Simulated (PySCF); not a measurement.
**Zr¹⁹⁺: ionisation energy**

Zr¹⁹⁺ [Ar] 3d3 [3d3/2^3, M_J = 3/2] → Zr²⁰⁺ [Ar] 3d2 [3d3/2^2, M_J = 2], as a difference of total energies. Calculation: PySCF 2.14, in an even-tempered Gaussian basis (17 s from 2.1 bohr⁻², ratio 2.8; 12 p from 2.7 bohr⁻², ratio 2.8; 8 d from 2.7 bohr⁻², ratio 2.8; 4 f from 9.1 bohr⁻², ratio 3); the two-component X2C-1e Hamiltonian. Correlated levels: [Ne] frozen; the 76 highest virtual spinors dropped. "Screened" scales the spin-orbit matrix elements by Boettger's factors to mimic the two-electron term; Breit and QED terms are absent.

```json
{"method": "GHF (spin-free)", "ionisation energy (eV)": "803.39"}
{"method": "GMP2 (spin-free)", "ionisation energy (eV)": "803.60"}
{"method": "GHF (screened spin-orbit)", "ionisation energy (eV)": "803.07"}
{"method": "GMP2 (screened spin-orbit)", "ionisation energy (eV)": "803.32"}
```

**Question.** How much does correlation contribute at GMP2 (screened spin-orbit)?

**Answer.** 803.32 − (803.07) = 0.25 eV, measured against GHF (screened spin-orbit).

Breit and QED terms and the two-electron picture change are absent.

The spin-free rows relax to the high-spin LS determinant and lack the spin-orbit shift.

The labels give the starting determinants; with spin-orbit coupling the two ends relaxed to ⟨J²⟩ = 5.69, ⟨L²⟩ = 11.65, ⟨S²⟩ = 3.56 and ⟨J²⟩ = 6.47, ⟨L²⟩ = 11.37, ⟨S²⟩ = 1.80.

The determinant of Zr¹⁹⁺ and of Zr²⁰⁺ mixes levels of different J (the jj label is only the starting occupation), so the difference between spin-free and spin-orbit rows is not the physical spin-orbit shift.

For comparison: 803 ± 4 eV (theoretical estimate listed by NIST; NIST Atomic Spectra Database, ionization energies).
